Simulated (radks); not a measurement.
Results of a calculation; reference values are marked as such.
Problem. Si5+, configuration [He] 2s2 2p4 3p1 (not the ground configuration). Level of theory: scalar-relativistic Kohn-Sham, PW91, spin-unpolarised, spherical densities, finite nucleus; Fermi nuclear charge, rms radius 3.1224 fm (a radial shooting solver on a logarithmic mesh with Libxc functionals). Some entries of the table are withheld. Estimate them.

orbital  occ.  eigenvalue (eV)  <r> (bohr)
1s          2        -1926.491         (1)
2s          2              (2)      0.5348
2p          4        -211.0056         (3)
3p          1         -64.9926       1.576

Solution. 
(1) 1s <r> (bohr): 0.1111
(2) 2s eigenvalue (eV): -251.8104
(3) 2p <r> (bohr): 0.4879
